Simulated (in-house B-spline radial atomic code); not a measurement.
A radial electron density 4πr²n(r) was computed for an atom or ion in its tabulated ground configuration with a B-spline radial code for spherical atoms; method: non-relativistic LC-wPBE, spin-polarised, spherical fractional occupations, exact exchange averaged over the configuration. Columns: r (bohr), 4πr²n(r) (electrons per bohr), bar.

```
 0.00365   0.3964 #
 0.00425   0.5273 #
 0.00496    0.702 ##
 0.00578   0.9286 ##
 0.00673    1.221 ###
 0.00785    1.603 ####
 0.00915    2.089 #####
  0.0107    2.719 #######
  0.0124    3.458 ########
  0.0145    4.421 ###########
  0.0169    5.563 #############
  0.0197    6.913 #################
  0.0229    8.437 ####################
  0.0267    10.16 #########################
  0.0311    11.99 #############################
  0.0363    13.86 #################################
  0.0423    15.59 ######################################
  0.0493    17.01 #########################################
  0.0574    17.95 ###########################################
  0.0669    18.25 ############################################
   0.078    17.82 ###########################################
  0.0909    16.72 ########################################
   0.106    15.17 #####################################
   0.124    13.51 #################################
   0.144    12.32 ##############################
   0.168    11.89 #############################
   0.196    12.48 ##############################
   0.228    13.89 #################################
   0.266    15.63 ######################################
   0.309    16.93 #########################################
   0.361    17.15 #########################################
    0.42     15.9 ######################################
    0.49    13.28 ################################
   0.571    9.893 ########################
   0.665    6.489 ################
   0.775    3.669 #########
   0.904    1.749 ####
    1.05     0.71 ##
    1.23   0.2181 #
    1.43  0.05507 
    1.67 0.009969
```

Q: Which atom or ion is it?
A. S6+
B. P6+
C. K7+
D. S5+

A: A. The area under the curve, ∫4πr²n dr = ∫r·4πr²n d(ln r) on this logarithmic grid, is 10 electrons, which only this option has. The configuration is [He] 2s2 2p6.
